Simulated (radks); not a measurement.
Charge is removed step by step from the 6s down level of W, starting from [Xe] 4f14 5d4 6s(up 1, down 1). Calculated with a radial shooting solver on a logarithmic mesh with Libxc functionals: scalar-relativistic Kohn-Sham, BLYP, spin-polarised, spherical densities, finite nucleus; open shells are filled with parallel spins first (spin-orbit coupling, left out, can overturn this in heavy ions); Fermi nuclear charge, rms radius 5.3658 fm.

removed (e)	E - E(0) (eV)	eigenvalue (eV)
0	0.000	-4.875
0.25	1.399	-6.331
0.5	3.169	-7.837
0.75	5.320	-9.385

The mean slope of the eigenvalue, de/dn, is 6.01 eV per electron.
